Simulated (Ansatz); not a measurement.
Rh₅⁻, relaxed as a singlet with RKS B3LYP-D4/def2-SVPD in Ansatz, starting from the GFN2-xTB geometry. Force threshold 0.02 eV/Å.

In the def2 sets Rh takes a core potential; there is no spin–orbit coupling. The restricted singlet is unstable towards broken spin symmetry in Hartree–Fock (as tested in another run); at B3LYP-D4/def2-SVPD this wasn't settled. The highest occupied level of the charge -1 singlet lies above zero (up to 0.19 eV). The electron is either unbound and held by the finite basis, or the level is raised by self-interaction error. The relaxation made no stability test and no search for a lower SCF solution. No other spin state of charge -1 was run. Another isomer (singlet) lies 0.19 eV lower at PBE0-D4/def2-TZVPD; other spin states weren't run for this one.

Start:

```
atom    x (Å)    y (Å)    z (Å)
 Rh1  -0.5629  -1.2418   0.4235
 Rh2  -0.5421  -0.4562  -2.0884
 Rh3   1.3770   0.0708  -0.3661
 Rh4  -0.8166   1.1711  -0.0568
 Rh5   0.5447   0.4562   2.0878
```

```
step  energy (eV)  largest force component (eV/Å)  SCF passes
   1  -15044.3828                           0.977          49
   2  -15044.4328                           1.031          44
   3  -15044.4917                           0.035          45
   4  -15044.4919                           0.009          49
```

Force components are those of the run's own axes.

End:

```xyz
5

Rh   -0.552   -1.218    0.412
Rh   -0.526   -0.447   -2.032
Rh    1.349    0.069   -0.363
Rh   -0.797    1.149   -0.049
Rh    0.527    0.447    2.032
```

By distances, no bond broke or formed. The bond that changes most is Rh4–Rh5, from 2.64 to 2.56 Å (atoms count from 1).

No frequencies were taken in this run, so the end may be a saddle point.

Hardware: 4 threads of Arm Neoverse V2 on a shared host. Wall time 24 s, peak host memory 0.68 GiB.
